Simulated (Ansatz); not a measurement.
Two isomers of C3H11HfNO3: A = `CC[N](C)[Hf]([OH])([OH])[OH]`, B = `CC(C)[NH][Hf]([OH])([OH])[OH]`.

Gas-phase electronic energies from Ansatz, PBE0-D4/def2-TZVP geometries. CCSD(T)/CBS adds triple-zeta CCSD(T) − MP2 to the extrapolated MP2 energy (def2 sets, frozen cores). Functionals use def2-TZVPP. B3LYP here is the variant with VWN-RPA as its local correlation; programs differ in this. Elements past krypton have def2 core potentials. For Hf outer-core shells are correlated without core-valence functions, which leaves a few kJ/mol of doubt a bond. One conformer a species, not always the lowest.

(1) Which isomer does CCSD(T)/CBS put lower? Give the gap. (An estimate is asked.)

(2) Give E(B) − E(A) in kcal/mol with CCSD/def2-TZVPP, HF/def2-TZVPP, CCSD(T)/def2-TZVPP, BLYP-D4, B3LYP-D4, PBE0-D4, B3LYP. (Best estimate.)

Largest T1 diagnostic: 0.014.

Answers

(1) Ansatz gave: B, by 10.4 kcal/mol.

(2) The calculation gave: CCSD/def2-TZVPP -10.0, HF/def2-TZVPP -9.8, CCSD(T)/def2-TZVPP -9.9, BLYP-D4 -8.2, B3LYP-D4 -8.8, PBE0-D4 -9.4, B3LYP -8.8. None reverses the order clearly.

At CCSD(T), def2-SVP lies +1.3 kcal/mol from the extrapolated value and def2-TZVPP +0.5 kcal/mol. Leaving LDA and LC-ωPBE aside and taking each functional with its dispersion term where it has one, the values, not all of them listed here, spread over 2.2 kcal/mol, from ωB97M-V to BLYP-D4. LDA lies −0.9 kcal/mol from PBE without D4.
